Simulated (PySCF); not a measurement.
A species of formula CH9OPSi2 has this rotational fingerprint, computed with PySCF, PBE0-D3(BJ)/def2-SVP geometry optimisation, gas phase:

| Property | Result |
| --- | --- |
| Rotational constants | A = 4277, B = 1065, C = 896.6 MHz |
| Dipole components | \|μa\| = 0.59 D, \|μb\| = 0.93 D, \|μc\| = 0.05 D |
| Inertial defect | -29.08 u·Å² |
| κ | -0.90 |

Task: Which candidate fits, each taken in the one conformer that was computed?
A. `[CH3:1][Si@H:2]([PH2:3])[O:4][SiH3:5]` with C1–Si2–P3–H 164° and 70°, C1–Si2–O4–Si5 79°
B. `[SiH3:1][O:2][CH2:3][SiH2:4][PH2:5]` with Si1–O2–C3–Si4 -170°, O2–C3–Si4–P5 55°, C3–Si4–P5–H -169° and -75°
C. `[SiH3:1][CH2:2][O:3][SiH2:4][PH2:5]` with Si1–C2–O3–Si4 94°, C2–O3–Si4–P5 167°, O3–Si4–P5–H -178° and -84°
D. `[CH3:1][O:2][SiH2:3][PH:4][SiH3:5]` with C1–O2–Si3–P4 -178°, O2–Si3–P4–Si5 -173°

Result: B. It is [SiH3]OC[SiH2]P, a near-prolate asymmetric top, point group C1. The candidates at the same level (rigid rotor, commonest isotopes):

```tsv
SMILES	A (MHz)	B (MHz)	C (MHz)	μa (D)	μb (D)	μc (D)	Δ (u·Å²)	point group	rotor
[SiH3]CO[SiH2]P	7461	822.2	819.7	0.31	0.20	1.67	-65.83	C1	–
C[Si@H](P)O[SiH3]	2914	1496	1133	0.49	0.82	0.03	-65.26	C1	asymmetric top
[SiH3]OC[SiH2]P	4277	1065	896.6	0.59	0.93	0.05	-29.08	C1	near-prolate asymmetric top
CO[SiH2]P[SiH3]	7052	968.1	880.6	0.76	1.28	0.74	-19.81	–	near-prolate asymmetric top
```

`CO[SiH2]P[SiH3]` has A 65 % too high; `[SiH3]CO[SiH2]P` has A 74 % too high; `C[Si@H](P)O[SiH3]` has B 40 % too high. No structure here is proved a minimum.
